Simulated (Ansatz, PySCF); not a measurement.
CH₄F₂OSi, SMILES F[Si](F)(O)C. Atoms are numbered in the order given.

```xyz
9

C      1.7491     0.0266    -0.4905
Si    -0.0389    -0.0211    -0.0700
O     -0.7875    -1.2257    -0.8946
F     -0.7583     1.3926    -0.3966
F     -0.2642    -0.2271     1.5205
H      2.2306    -0.9284    -0.2309
H      2.2549     0.8338     0.0607
H      1.8858     0.2012    -1.5685
H     -1.7320    -1.3594    -0.7638
```
Charge 0, spin multiplicity 1.

The structure is a stationary point at ωB97X-D3(BJ)/def2-SVP. One conformer was computed; it need not be the lowest.

Two levels are set side by side: PBE-D3(BJ)/def2-SVP (Ansatz, an electronic-structure program) and ωB97X-D3(BJ)/def2-SVP (PySCF). Each level has its own optimised geometry; the coordinates shown are those of the second. Frequencies come from the Hessian of PySCF at each geometry. Differences are taken from unrounded values.

```
quantity                            ωB97X-D3(BJ)  PBE-D3(BJ)  PBE-D3(BJ) minus ωB97X-D3(BJ)
----------------------------------  ------------  ----------  -----------------------------
mean bond length (Å)                       1.373       1.383                          0.010
bond C1–Si2 (Å)                            1.837       1.847                          0.009
bond Si2–O3 (Å)                            1.641       1.655                          0.014
bond Si2–F4 (Å)                            1.620       1.632                          0.013
bond Si2–F5 (Å)                            1.620       1.632                          0.013
bond C1–H6 (Å)                             1.101       1.108                          0.007
bond C1–H7 (Å)                             1.101       1.108                          0.007
bond C1–H8 (Å)                             1.101       1.108                          0.007
bond O3–H9 (Å)                             0.963       0.973                          0.010
highest harmonic wavenumber (cm⁻¹)          3939        3771                           -168
mean harmonic wavenumber (cm⁻¹)             1204        1161                            -43
zero-point energy (kcal/mol)               36.16       34.86                          -1.29
```

Exact exchange shortens and stiffens bonds; PBE has none. Differences between two approximate levels are no errors against the true value.
